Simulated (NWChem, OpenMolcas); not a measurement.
**MoO3 (molybdenum trioxide): a line through the functionals**

MoO3: 4 atoms, total charge 0, spin state singlet. As SMILES, `[O]=[Mo](=[O])=[O]`. Geometry: relaxed at PBE0-D4/def2-TZVP.

The dipole moment y, in D, basis def2-SVPD with a core potential; a is the functional's share of exact exchange. Programs: NWChem 7.3.0, OpenMolcas 26.06.

```
functional     program     a  y (D)
      TPSS      NWChem     0   4.78
      BLYP  OpenMolcas     0   4.69
     B3LYP      NWChem   0.2      ?
      PBE0      NWChem  0.25   4.95
     BHLYP      NWChem   0.5   5.20
```

Fit y = c + s·a to the known rows and predict B3LYP.


1. Means of the 4 rows: a = 0.1875, y = 4.905.
2. Σ(Δa)² = 0.17188, Σ(Δa·Δy) = 0.15875, so the slope is 0.15875/0.17188 = 0.92361.
3. Intercept: 4.905 − (0.92361) × 0.1875 = 4.732. The largest residual of the fit is 0.048.
4. B3LYP: 4.732 + (0.92361) × 0.2 = 4.92 D.

The run gave 4.91 D, so the prediction is off by +0.01 D, within the scatter of the fit. More exact exchange makes the molecule more polar here. The rows mix families of semi-local functionals, which the line can't see.
